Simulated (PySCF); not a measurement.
A calculated (M06-2X, PySCF 2.14, x2c-TZVPall, scalar relativity by spin-free X2C-1e) atom or ion has these occupied shells.

```tsv
shell	electrons	orbital energy (eV)	rms radius, mean of both spins (bohr)
1s α	1	-4471.9	0.0845
1s β	1	-4471.9	0.0845
2s α	1	-504.12	0.372
2s β	1	-503.80	0.372
2p α	3	-415.43	0.340
2p β	3	-415.17	0.340
3s α	1	-69.911	1.15
3s β	1	-68.846	1.15
3p α	3	-46.102	1.27
3p β	3	-44.988	1.27
3d α	1	-13.581	1.92
4s α	1	-11.752	3.54
```

(1) Name the element and its charge.

Answers

(1) Sc⁺ (scandium, charge +1), in [Ar] 3d1 4s1, high-spin 3D determinant.
